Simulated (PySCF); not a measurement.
**`C[C@H]1O[C@H](F)C[C@H]1Cl`, C₅H₈ClFO**

Cartesian coordinates in Å; atom numbers follow the order of the lines, from 1:
```xyz
16

C     1.9565    0.6727   -0.5113
C     0.6445    0.4262    0.2074
O    -0.3998    1.1556   -0.4343
C    -1.5926    0.6358   -0.0210
F    -1.9923    1.2583    1.1597
C    -1.3899   -0.8614    0.2720
C     0.1314   -1.0276    0.2335
Cl    0.6200   -1.9388   -1.2233
H     2.2152    1.7244   -0.4324
H     2.7430    0.0724   -0.0627
H     1.8598    0.4160   -1.5620
H     0.7198    0.7644    1.2536
H    -2.3720    0.8731   -0.7520
H    -1.8847   -1.4787   -0.4743
H    -1.7947   -1.0975    1.2554
H     0.5283   -1.5859    1.0802
```

Computed with TDDFT LC-wPBE/def2-SVPD circular dichroism and optical rotation, one conformer, gas phase (PySCF). Geometry: GFN2-xTB.

What are the CIP labels of the stereocentres?

C2 R, C4 R, C7 R.

Which excitations and rotatory strengths does the calculation give?

Rotatory strengths R in 10⁻⁴⁰ esu² cm², velocity form and length form (origin at the centre of mass); f in length form.
| state | E (eV) | λ (nm) | f | R (velocity) | R (length) | main |
| --- | --- | --- | --- | --- | --- | --- |
| 1 | 7.58 | 164 | 0.0006 | +2.2 | +1.6 | HOMO→LUMO+1 0.32, HOMO−2→LUMO+1 0.16 |
| 2 | 7.61 | 163 | 0.002 | -4.0 | -3.4 | HOMO−1→LUMO+1 0.46, HOMO−1→LUMO 0.19 |
| 3 | 8.98 | 138 | 0.047 | -1.0 | -1.4 | HOMO→LUMO 0.58, HOMO→LUMO+1 0.18 |
| 4 | 9.11 | 136 | 0.029 | +3.6 | +4.0 | HOMO−1→LUMO 0.54, HOMO−1→LUMO+1 0.11 |
| 5 | 9.15 | 135 | 0.057 | +19.8 | +19.5 | HOMO−2→LUMO+1 0.39, HOMO→LUMO+1 0.17 |
| 6 | 9.25 | 134 | 0.023 | -29.3 | -31.7 | HOMO−2→LUMO 0.52, HOMO→LUMO+4 0.15 |
| 7 | 9.59 | 129 | 0.012 | -8.9 | -8.1 | HOMO→LUMO+2 0.58 |
| 8 | 9.76 | 127 | 0.026 | -9.4 | -9.0 | HOMO−1→LUMO+2 0.38, HOMO−3→LUMO+1 0.14 |
| 9 | 9.81 | 126 | 0.020 | -19.5 | -18.8 | HOMO−2→LUMO+2 0.37, HOMO−1→LUMO+2 0.13 |
| 10 | 9.92 | 125 | 0.047 | +21.5 | +22.6 | HOMO−2→LUMO+2 0.14, HOMO−3→LUMO+1 0.12 |
| 11 | 10.14 | 122 | 0.027 | -33.4 | -34.3 | HOMO→LUMO+3 0.23, HOMO→LUMO+4 0.18 |
| 12 | 10.22 | 121 | 0.020 | +1.0 | +1.0 | HOMO−3→LUMO 0.14, HOMO−1→LUMO+3 0.10 |
| 13 | 10.25 | 121 | 0.017 | +25.2 | +28.5 | HOMO→LUMO+3 0.17, HOMO−2→LUMO+4 0.12 |
| 14 | 10.30 | 120 | 0.008 | +10.0 | +10.2 | HOMO−1→LUMO+3 0.29, HOMO−1→LUMO+5 0.09 |
| 15 | 10.34 | 120 | 0.012 | -8.3 | -7.9 | HOMO−4→LUMO+1 0.29, HOMO−4→LUMO 0.16 |
| 16 | 10.38 | 119 | 0.009 | -9.6 | -9.5 | HOMO−3→LUMO+4 0.09 |

Among the states computed, the strongest CD band (largest |R|) is state 11. The largest dissymmetry factor in size, g = 4R/(D+G), with D and G the electric and magnetic dipole strengths, is +0.028 for state 1 (velocity form, f = 0.0009), among bands with |R| over 0.5. The mirror image has the same energies and oscillator strengths and all R with the opposite sign.
